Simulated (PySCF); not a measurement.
Job file and geometry (Å, from GFN2-xTB) of a spin–spin coupling run on `InChI=1S/C4H9FGe/c5-3-4-1-2-6-4/h4H,1-3,6H2/t4-/m1/s1`, B3LYP/pcJ-1 Ge:pcSseg-1 indirect spin-spin coupling, non-relativistic, gas phase (PySCF); density fitting, a coarse starting grid and PySCF grid level 2 are the driver's defaults:

```
$ OMP_NUM_THREADS=1 python probes_run.py task.json out

{"job": {"kind": "j", "xc": "B3LYP", "basis": "pcJ-1"}, "charge": 0, "multiplicity": 1}
F      1.114703     0.940877     1.433004
C      1.680496     0.053752     0.531701
C      0.665258    -0.280945    -0.535465
C     -0.500899    -1.141747    -0.007433
C     -1.548613    -0.078473     0.372871
Ge    -0.617834     1.247704    -0.777610
H      2.553480     0.563283     0.112375
H      1.999549    -0.818763     1.112639
H      1.185811    -0.737826    -1.376989
H     -0.217852    -1.792435     0.821717
H     -0.879633    -1.771508    -0.813423
H     -2.573710    -0.365739     0.151708
H     -1.485796     0.184587     1.426167
H     -0.228573     2.617297    -0.286528
H     -1.150802     1.387925    -2.186646
```

Problem. What does the program print?

Solution. 
```
coarse grid: 55688 points
cycle   1  E = -2334.3791680198  dE = -1.289e-01  |g| = 1.080e+00  |ddm| = 3.181e+00
cycle   2  E = -2334.2504966058  dE =  1.287e-01  |g| = 1.333e+00  |ddm| = 1.452e+00
cycle   3  E = -2334.4924403644  dE = -2.419e-01  |g| = 1.602e-01  |ddm| = 1.020e+00
cycle   4  E = -2334.4973710291  dE = -4.931e-03  |g| = 6.044e-02  |ddm| = 1.628e-01
cycle   5  E = -2334.4979118009  dE = -5.408e-04  |g| = 7.914e-03  |ddm| = 4.620e-02
cycle   6  E = -2334.4979240805  dE = -1.228e-05  |g| = 1.669e-03  |ddm| = 1.025e-02
cycle   7  E = -2334.4979247052  dE = -6.247e-07  |g| = 6.271e-04  |ddm| = 2.245e-03
final grid: 117824 points
cycle   8  E = -2334.4980024082  dE = -7.536e-08  |g| = 9.194e-04  |ddm| = 2.760e-03
cycle   9  E = -2334.4980021853  dE =  2.229e-07  |g| = 1.330e-03  |ddm| = 2.035e-03
cycle  10  E = -2334.4980026131  dE = -4.279e-07  |g| = 4.966e-05  |ddm| = 1.170e-03
cycle  11  E = -2334.4980026135  dE = -4.293e-10  |g| = 1.788e-05  |ddm| = 5.505e-05
converged SCF energy = -2334.4980026135

Indirect spin-spin couplings (Hz)
  i      j    bonds     total        FC       PSO       DSO        SD
  0 F    1 C    1   -204.915  -261.764    32.021     0.917    23.911
  0 F    2 C    2     27.746    27.832    -1.428     0.243     1.099
  0 F    3 C    3     -2.799    -2.991     0.132     0.098    -0.038
  0 F    4 C    4     -0.202     0.153    -0.417     0.210    -0.147
  0 F    6 H    2     51.492    45.794     9.745    -0.575    -3.472
  0 F    7 H    2     60.540    54.273    10.299    -0.623    -3.409
  0 F    8 H    3     52.663    53.953     0.583    -1.700    -0.173
  0 F    9 H    4      1.169     0.520     0.593     0.316    -0.260
  0 F   10 H    4     -1.210    -1.150     1.577    -1.459    -0.179
  0 F   11 H    5      0.455     0.808     0.729    -1.152     0.070
  0 F   12 H    5      6.442     7.004    -2.522     1.751     0.209
  0 F   13 H    4     14.001    13.573    -1.477     1.627     0.279
  0 F   14 H    4     19.075    21.557     0.917    -3.329    -0.069
  1 C    2 C    1     37.929    39.039    -1.459     0.349         -
  1 C    3 C    2     -2.127    -1.930    -0.269     0.072         -
  1 C    4 C    3      0.111     0.090     0.021     0.001         -
  1 C    6 H    1    152.046   151.286    -0.401     1.161         -
  1 C    7 H    1    156.413   155.748    -0.495     1.160         -
  1 C    8 H    2      3.230     3.195    -0.129     0.164         -
  1 C    9 H    3      8.366     8.359    -0.288     0.294         -
  1 C   10 H    3      8.901     8.911     0.270    -0.279         -
  1 C   11 H    4     -0.543    -0.494     0.347    -0.396         -
  1 C   12 H    4     -0.192    -0.228     0.007     0.028         -
  1 C   13 H    3      0.715     0.755     0.031    -0.071         -
  1 C   14 H    3      1.774     2.247     0.231    -0.704         -
  2 C    3 C    1     29.477    28.905     0.232     0.340         -
  2 C    4 C    2     -1.365    -1.186    -0.278     0.099         -
  2 C    6 H    2     -0.292    -0.266    -0.175     0.148         -
  2 C    7 H    2     -0.986    -1.069    -0.017     0.099         -
  2 C    8 H    1    142.144   139.965     0.795     1.384         -
  2 C    9 H    2     -2.171    -2.566     0.275     0.121         -
  2 C   10 H    2     -3.272    -3.557     0.082     0.202         -
  2 C   11 H    3     10.037    10.153     0.238    -0.354         -
  2 C   12 H    3      0.200     0.255    -0.026    -0.029         -
  2 C   13 H    2      1.292     1.792     0.246    -0.747         -
  2 C   14 H    2      4.650     5.105     0.127    -0.582         -
  3 C    4 C    1     30.697    29.954     0.438     0.306         -
  3 C    6 H    3     10.567    10.566     0.357    -0.356         -
  3 C    7 H    3      7.697     7.610    -0.130     0.217         -
  3 C    8 H    2     -2.446    -2.660     0.156     0.058         -
  3 C    9 H    1    138.277   136.534     0.659     1.085         -
  3 C   10 H    1    134.727   132.841     0.795     1.091         -
  3 C   11 H    2     -2.330    -2.608     0.280    -0.001         -
  3 C   12 H    2     -4.092    -4.395     0.213     0.090         -
  3 C   13 H    3      3.679     4.383     0.228    -0.932         -
  3 C   14 H    3     -1.237    -0.859     0.088    -0.466         -
  4 C    6 H    4     -0.349    -0.276     0.328    -0.401         -
  4 C    8 H    3      9.737     9.833     0.289    -0.386         -
  4 C    9 H    2     -1.862    -2.185     0.281     0.043         -
  4 C   10 H    2     -3.400    -3.724     0.225     0.099         -
  4 C   11 H    1    142.168   140.062     0.975     1.131         -
  4 C   12 H    1    142.543   140.433     0.882     1.228         -
  4 C   13 H    2      3.330     3.958     0.257    -0.885         -
  4 C   14 H    2      4.353     4.869     0.200    -0.716         -
  6 H    7 H    2     -8.231    -8.520     2.191    -1.902         -
  6 H    8 H    3      4.521     4.149    -0.184     0.556         -
  6 H   10 H    4      1.112     1.115     1.559    -1.563         -
  6 H   11 H    5     -0.247     0.125     1.523    -1.895         -
  6 H   12 H    5     -0.167    -0.030     1.274    -1.411         -
  6 H   13 H    4      0.216     0.040    -0.078     0.254         -
  6 H   14 H    4     -1.120     0.070     0.660    -1.850         -
  7 H    8 H    3      0.851     0.583     0.707    -0.439         -
  7 H    9 H    4     -0.173    -0.497    -1.809     2.133         -
  7 H   10 H    4     -0.181    -0.284     0.937    -0.834         -
  7 H   12 H    5      0.166     0.056     0.168    -0.058         -
  7 H   13 H    4     -0.598    -0.230     1.343    -1.711         -
  8 H    9 H    3      1.734     1.483     1.271    -1.019         -
  8 H   10 H    3     11.058    10.605    -0.424     0.876         -
  8 H   11 H    4      2.570     2.774     1.477    -1.682         -
  8 H   12 H    4     -1.458    -1.200     1.817    -2.075         -
  8 H   13 H    3     -0.663     0.997     1.186    -2.846         -
  8 H   14 H    3      1.494     1.854     0.110    -0.470         -
  9 H   10 H    2    -13.156   -13.705     2.261    -1.712         -
  9 H   11 H    3      1.859     1.638     1.363    -1.142         -
  9 H   12 H    3     12.141    11.726    -0.318     0.733         -
  9 H   13 H    4      7.076     8.305     1.229    -2.458         -
  9 H   14 H    4     -0.484     0.602     1.428    -2.515         -
 10 H   11 H    3     11.693    11.264    -0.214     0.643         -
 10 H   12 H    3     13.259    13.006     2.398    -2.145         -
 10 H   13 H    4     -2.522    -0.279     1.398    -3.641         -
 11 H   12 H    2    -13.774   -14.781     2.561    -1.554         -
 11 H   13 H    3     -0.201     1.684     1.210    -3.095         -
 11 H   14 H    3      1.271     1.740     0.205    -0.675         -
 12 H   13 H    3      0.900     1.585     0.080    -0.765         -
 12 H   14 H    3      4.494     6.793     1.511    -3.809         -
 13 H   14 H    2     22.140    25.390     0.983    -4.234         -
```

Size and cost of the density-fitted run: 266 basis functions, 2 min wall time on 1 thread of an Arm Neoverse N1, shared host.
